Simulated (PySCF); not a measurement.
Numbering as in the mapped SMILES `[Cl:1][C:2]1=[CH:3][SiH2:4][CH:5]=[CH:6]1` (H(Xn): hydrogen on atom n).

Geometry: PBE0-D3(BJ)/def2-SVP; GIAO absolute shieldings from PySCF, gas phase, non-relativistic, averaged over equivalent atoms.

At PBE0/pcSseg-1 (141 basis functions, 15 s wall time on 1 thread of an Arm Neoverse V2, shared host):
```json
{"atoms": "Cl1", "σ (ppm)": "660.6"}
{"atoms": "C6", "σ (ppm)": "23.6"}
{"atoms": "C2", "σ (ppm)": "24.7"}
{"atoms": "C5", "σ (ppm)": "48.3"}
{"atoms": "C3", "σ (ppm)": "60.4"}
{"atoms": "Si4", "σ (ppm)": "391.3"}
{"atoms": "H(C6)", "σ (ppm)": "24.38"}
{"atoms": "H(C5)", "σ (ppm)": "24.80"}
{"atoms": "H(C3)", "σ (ppm)": "25.24"}
{"atoms": "H(Si4)", "σ (ppm)": "26.55"}
```

Estimate the result of repeating the calculation with B3LYP/pcSseg-2.

## Answers


```csv
atoms,σ at B3LYP/pcSseg-2,change
Cl1,634.9,-25.7
C6,14.3,-9.3
C2,12.2,-12.5
C5,39.3,-9.0
C3,52.0,-8.4
Si4,370.6,-20.7
H(C6),24.27,-0.11
H(C5),24.97,+0.17
H(C3),25.38,+0.14
H(Si4),26.77,+0.22
```

The largest change is at Cl1 (chlorine bonded to C). Cost: 300 basis functions, 36 s wall time on 1 thread of an Arm Neoverse V2, shared host. The order of the carbon signals changes between the two levels.

Carbons that carry Cl, above all several Cl atoms, come out too deshielded, partly because spin–orbit coupling is missing.
